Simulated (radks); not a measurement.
Results of a calculation; reference values are marked as such.
Zn II, configuration [Ar] 3d10 4s1. Level of theory: scalar-relativistic Kohn-Sham, RPBE, spin-polarised, spherical densities, finite nucleus; open shells are filled with parallel spins first; Fermi nuclear charge, rms radius 3.9283 fm (a radial shooting solver on a logarithmic mesh with Libxc functionals).

Local quantities along the radius. ELF = 1/(1 + alpha^2) is the electron localisation function; alpha = (tau - tau_W)/tau_unif compares the Pauli kinetic energy density with that of the uniform gas (summed over spins). tau is taken from the large components.

```
   r/bohr * ELF (the largest magnitude, 1, reaches the edge; | marks zero)
 0.001676 |                                                      *
  0.00192 |                                                      *
   0.0022 |                                                      *
   0.0025 |                                                      *
 0.002864 |                                                      *
 0.003281 |                                                      *
 0.003759 |                                                      *
 0.004307 |                                                      *
 0.004934 |                                                      *
 0.005608 |                                                      *
 0.006425 |                                                      *
 0.007361 |                                                      *
 0.008434 |                                                      *
 0.009662 |                                                      *
  0.01107 |                                                      *
  0.01258 |                                                      *
  0.01441 |                                                      *
  0.01651 |                                                      *
  0.01892 |                                                      *
  0.02168 |                                                      *
  0.02483 |                                                     *
  0.02823 |                                                     *
  0.03234 |                                                    *
  0.03705 |                                                  *
  0.04245 |                                              *
  0.04863 |                                       *
  0.05527 |                              *
  0.06332 |                     *
  0.07255 |                *
  0.08312 |               *
  0.09523 |                   *
   0.1091 |                          *
    0.124 |                                  *
   0.1421 |                                        *
   0.1628 |                                           *
   0.1865 |                                           *
   0.2136 |                                        *
   0.2448 |                               *
   0.2782 |                   *
   0.3187 |            *
   0.3651 |           *
   0.4183 |                   *
   0.4793 |                              *
   0.5447 |                                      *
   0.6241 |                                         *
    0.715 |                                         *
   0.8191 |                                       *
   0.9385 |                                  *
    1.075 |                           *
    1.222 |                   *
      1.4 |             *
    1.604 |          *
    1.838 |         *
    2.105 |          *
    2.412 |             *
    2.741 |                *
    3.141 |                   *
    3.598 |                     *
    4.123 |                     *
    4.723 |                    *
    5.411 |               *
     6.15 |         *
    7.046 |   *
    8.073 |*
```

On this mesh the ELF has minima near r = 0.083, 0.37, 1.8 bohr, which separate the shells, and maxima near 0.19 (0.80), 0.71 (0.77), 4.1 (0.41).
